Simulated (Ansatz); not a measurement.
Two structures of Si$_{2}$H$_{5}$Cl$_{3}$F$_{2}$, singlet, reached by relaxing down either side of one saddle point (PBE0-D4/def2-TZVP). Energies are electronic, without zero-point energy. Ansatz 0.2.0; basis: def2-TZVPP and def2-QZVPP; cores frozen in the correlated methods. Extrapolation: Hartree–Fock as exp(−7.88 √X), correlation as X^−2.97. First:

```
atom    x (Å)    y (Å)    z (Å)
 Si1  -0.8909   0.7894  -0.6444
 Si2   0.1389  -1.1432  -1.4839
 Cl3  -1.9346   1.7596  -2.1064
 Cl4  -2.1508   0.4668   0.9230
 Cl5   0.5287   2.1703   0.0187
  H6   0.8235  -0.6114   2.0814
  F7   0.7039  -1.3040   1.4621
  H8   0.8269   1.4749   2.0293
  F9   0.9724   0.9180   2.7703
 H10  -0.5181  -2.3336  -0.9007
 H11  -0.0890  -1.0995  -2.9522
 H12   1.5892  -1.0875  -1.1973
```

Second:

```xyz
12
angstrom
Si -1.4031 0.8944 -0.4917
Si -0.3286 -1.1683 -0.7545
Cl -2.4874 1.1390 -2.2085
Cl -2.6696 0.8573 1.0981
Cl -0.1126 2.4489 -0.3053
H 0.7347 -0.5031 2.0110
F 0.3698 -1.6185 0.6365
H 2.6734 0.5831 0.5204
F 0.7899 0.3046 2.4633
H -1.3303 -2.2064 -1.0910
H 0.7321 -1.0859 -1.7843
H 3.0319 0.3550 -0.0941
```

Question: Which bonds change from the first to the second?

Answer: Si₂H₃Cl₃ ([SiH3][Si]([Cl])([Cl])[Cl]) + HF + HF → Si₂H₂Cl₃F ([F][SiH2][Si]([Cl])([Cl])[Cl]) + HF + H₂; bonds formed: Si2–F7, H6–F9, H8–H12; bonds broken: Si2–H12, H6–F7, H8–F9.

Question: Give the saddle point's structure and its height above each. (To be estimated.)

Answer: The calculation gives: 38.80 kcal/mol above the first and 55.93 kcal/mol above the second (CCSD(T) at an estimated basis limit (MP2 extrapolated from triple and quadruple zeta, plus CCSD(T) − MP2 in triple zeta)).
Si1  (-1.547, 0.904, -0.585)
Si2  (0.204, -0.647, -0.594)
Cl3  (-2.266, 1.073, -2.488)
Cl4  (-3.101, 0.435, 0.644)
Cl5  (-0.789, 2.716, -0.011)
H6  (0.995, -0.553, 1.861)
F7  (-0.028, -0.769, 1.298)
H8  (1.984, -0.224, 0.729)
F9  (2.053, -0.297, 1.948)
H10  (-0.020, -2.105, -0.663)
H11  (0.766, -0.328, -1.955)
H12  (1.748, -0.205, -0.185)
(Å)

The search had been set up for a ligand exchange through a proton shuttle (forming Si1–F7, H6–F9, Si2–H8, breaking Si1–Si2, H6–F7, H8–F9); from that guess it ended on this step instead.

T1 diagnostic: at most 0.012.

Labels in which every atom is bracketed show which atoms are joined, not bond orders.

For scale, one of the runs: CCSD(T)/def2-TZVPP, 342 basis functions, launched by `ansatz run in.yaml --threads 2 --pin off --events-out ev --progress --plain --max-ram 20480MiB --backend cuda --devices 0, --max-vram 18GiB`. Time: 15 s of wall clock on 2 CPU threads of an AMD EPYC 7R13 and a share of one NVIDIA H100; the host was shared. Peak host memory: 0.82 GiB.
